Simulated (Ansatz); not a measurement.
`ClC[SiH2]B(Cl)Cl` + H₂ → `[SiH3]B(Cl)Cl` + `CCl`  (hydrogenolysis of the Si–C bond)

Computed with Ansatz on PBE0-D4/def2-TZVP structures; ΔE is electronic, products minus reactants. CBS: MP2 limit from def2 TZ/QZ plus the TZ coupled-cluster correction, frozen cores. This one scheme is used for every species. Functionals use def2-TZVPP. HSE06 is defined as in plane-wave codes. One conformer a species, not always the lowest.

Problem. Is it downhill or uphill in electronic energy at CCSD(T)/CBS, and by how much? (An estimate is asked.)

Solution. The calculation gave: Downhill: ΔE = -6.0 kcal/mol.

Problem. What do these levels give: BHLYP-D4, r2SCAN0, HSE06, HF/def2-SVP, MP2/def2-QZVPP, CCSD/CBS(def2)? (Best estimate.)

Solution. The calculation gave: BHLYP-D4 -7.6, r2SCAN0 -7.6, HSE06 -8.7, HF/def2-SVP -13.9, MP2/def2-QZVPP -4.6, CCSD/CBS(def2) -7.4 kcal/mol.

Largest T1 diagnostic among the species: 0.013.

The D4 term adds +3.8 kcal/mol with B3LYP and +2.2 kcal/mol with PBE0; it sums over pairs of atoms, weighted by their polarisabilities, and B3LYP, whose exchange is more repulsive, gets the larger term. From r2SCAN to r2SCAN0 (25 % exact exchange), in def2-TZVPP and without D4, ΔE moves by −0.9 kcal/mol. In def2-TZVPP, CCSD(T) changes the Hartree–Fock value by +7.0 kcal/mol (the triples alone add +1.4 kcal/mol) and MP2 by +8.8 kcal/mol.

B3LYP here is the variant with VWN-RPA as its local correlation; programs differ in this.
